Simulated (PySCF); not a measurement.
InCl, SMILES [Cl][In] (connectivity only; charge and spin as stated), neutral, multiplicity 1.

The structure is a stationary point at PBE0-D3(BJ)/def2-TZVP. The def2 effective core potentials stand for the cores of In; spin–orbit coupling is left out.

Level of theory: PySCF with IEF-PCM-B3LYP/def2-TZVPD.

The values are the electrostatic part of the solvation free energy, E(continuum) − E(gas) at the gas-phase geometry, in a cavity of scaled van der Waals radii (PySCF's table); cavitation and dispersion terms are not included. A continuum can't describe solvent molecules that bind to the metal. In vacuum the orbital gap is 5.09 eV. The dipole moment in vacuum is 3.59 D.

```csv
solvent,ε,ΔG(elec) (kcal/mol),dipole (D),gap (eV)
water,78.36,-7.8,5.27,5.44
dichloromethane,8.93,-6.6,5.00,5.39
dimethylsulfoxide,46.83,-7.7,5.24,5.44
```
